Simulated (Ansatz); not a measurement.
C2H10N2Si can be A, `CN(C)N[SiH3]`, or B, `C[SiH](N)CN`.

Computed with Ansatz on PBE0-D4/def2-TZVP structures; ΔE is electronic, products minus reactants. CCSD(T)/CBS is the MP2 limit (def2-TZVPP, def2-QZVPP) plus CCSD(T) − MP2 in def2-TZVPP, frozen cores. Functionals use def2-TZVPP. B3LYP here is the variant with VWN-RPA as its local correlation; programs differ in this. Each species was taken in one conformer, which may not be the lowest.

A:

```xyz
15

C     0.549    0.760   -1.324
N    -0.250    0.431   -0.165
C    -0.542    1.590    0.647
N     0.349   -0.576    0.605
Si   -0.313   -2.153    0.441
H     1.538    1.168   -1.047
H     0.701   -0.135   -1.928
H     0.030    1.506   -1.930
H     0.372    2.060    1.049
H    -1.175    1.293    1.483
H    -1.074    2.332    0.046
H     1.307   -0.392    0.888
H     0.541   -3.046    1.270
H    -1.715   -2.182    0.930
H    -0.318   -2.656   -0.964
```

B:

Z-matrix (Å, degrees):
```
C
Si 1 1.863
H 1 1.093 2 111.7
H 1 1.093 2 110.4 3 -119.8
H 1 1.092 2 110.1 3 121.0
N 2 1.732 1 107.5 3 -58.7
C 2 1.879 1 112.2 3 -175.7
H 2 1.498 1 109.7 3 65.4
H 6 1.008 2 119.6 1 172.0
H 6 1.008 2 118.7 1 32.5
N 7 1.458 2 109.7 1 59.8
H 7 1.104 2 109.0 1 -173.8
H 7 1.097 2 107.7 1 -59.4
H 11 1.013 7 110.1 2 52.5
H 11 1.012 7 111.7 2 172.1
```

(1) Which is lower in electronic energy at CCSD(T)/CBS, and by how much? (An estimate is asked.)

(2) Give E(B) − E(A) in kJ/mol with CCSD(T)/def2-TZVPP, PBE0-D4, r2SCAN-D4, B2PLYP, ωB97M-V, CCSD/def2-TZVPP, B3LYP. (Estimate.)

Largest T1 diagnostic: 0.010.

Answers

(1) The calculation gave: B, by 211.4 kJ/mol.

(2) The calculation gave: CCSD(T)/def2-TZVPP -204.8, PBE0-D4 -206.4, r2SCAN-D4 -209.5, B2PLYP -204.2, ωB97M-V -210.2, CCSD/def2-TZVPP -205.7, B3LYP -199.3. None reverses the order clearly.

In def2-TZVPP, CCSD(T) changes the Hartree–Fock value by −8.4 kJ/mol (the triples alone add +0.9 kJ/mol) and MP2 by −17.1 kJ/mol. From PBE to PBE0 (25 % exact exchange), in def2-TZVPP and without D4, E(B) − E(A) moves by −5.6 kJ/mol.
